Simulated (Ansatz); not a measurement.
Ansatz (a quantum-chemistry and plane-wave program) input (PBE/6-31G*):

Ansatz 0.2 input:
```yaml
crystal:
  periodic: [false, false, false]
  atoms:
    - {symbol: Al, position_ang: [-0.00121500, -0.01498400, 1.29421700]}
    - {symbol: Al, position_ang: [0.00121500, 0.01498400, -1.29421700]}
    - {symbol: H, position_ang: [1.34717400, -0.03150200, 2.13754500]}
    - {symbol: H, position_ang: [-1.35118500, -0.01796600, 2.13516800]}
    - {symbol: H, position_ang: [0.00875900, 1.37382400, -2.12073100]}
    - {symbol: H, position_ang: [-0.00474800, -1.32435600, -2.15198200]}
basis:
  gaussian:
    orbitals: 6-31G*
hamiltonian:
  xc: {name: PBE}
output: {forces: true}
```

Output:

```
Functional definition: PBE
integrals: 0.01 GiB planned
592 factors; their error is unknown
mean field: 0.09 GiB planned
mean field evaluation 1: about -13247.7160 eV, gradient 1.6e1 eV
mean field evaluation 2: about -13248.3282 eV, gradient 1.0e1 eV
mean field evaluation 4: about -13248.8714 eV, gradient 1.2e-1 eV
mean field evaluation 8: about -13248.8557 eV, gradient 9.1e-2 eV
mean field -13248.85566885 eV, -486.8864654333 hartree, gradient 5.3e-5 eV, S^2 0.000000; 0 other end points of the search recorded, 0 dependent functions left out
the calculation of the forces begins
reference -13248.85572223 eV, -486.8864673948 hartree; 15, 15 occupied and 31, 31 virtual orbitals, 592 factors
Total energy: -13248.85572223 eV, -486.8864673948 hartree
Atom 0 at    -0.001215    -0.014984     1.294217 Å, force     0.000275     0.003397    -0.293403 eV/Å
Atom 1 at     0.001215     0.014984    -1.294217 Å, force    -0.000275    -0.003397     0.293399 eV/Å
Atom 2 at     1.347174    -0.031502     2.137545 Å, force     0.252120    -0.003240     0.170727 eV/Å
Atom 3 at    -1.351185    -0.017966     2.135168 Å, force    -0.252440    -0.000709     0.170283 eV/Å
Atom 4 at     0.008759     1.373824    -2.120731 Å, force     0.001423     0.254233    -0.167581 eV/Å
Atom 5 at    -0.004748    -1.324356    -2.151982 Å, force    -0.001103    -0.250285    -0.173425 eV/Å
Dipole moment:     0.000000     0.000000    -0.000000 e Å
```

The geometry given is a B3LYP-D3(BJ)/def2-TZVP minimum.
